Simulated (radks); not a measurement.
The numbers below are computed, except where a source is named.
Task: These are the eigenvalues of the occupied orbitals of an atom or ion with whole-number occupations (hartree). Code: a radial shooting solver on a logarithmic mesh with Libxc functionals. Model: Dirac Kohn-Sham, Wu-Cohen GGA, spin-unpolarised, spherical densities, point nucleus.

1s1/2: -887.8814
2s1/2: -129.9542
2p1/2: -120.5963
2p3/2: -114.7376
3s1/2: -23.76505
3p1/2: -20.06933
3p3/2: -19.04834
3d3/2: -12.49470
3d5/2: -12.29113
4s1/2: -3.54992
4p1/2: -2.40715
4p3/2: -2.24257
4d3/2: -0.54812
4d5/2: -0.53043

Which element is it, and in what charge state? The configuration may be excited. Open shells, if any, are shared by 2j + 1.

Result: Z = 46, palladium, charge +1: Pd+ in [Kr] 4d9. The list shows which subshells hold electrons but not how many an open one holds; the 1s level, -887.88 hartree, gives Z - s = 42.1 by -(Z - s)^2/2, which with screening and relativity narrows Z to a few neighbours, and the depths of the outer levels then fix element, charge and occupations together.
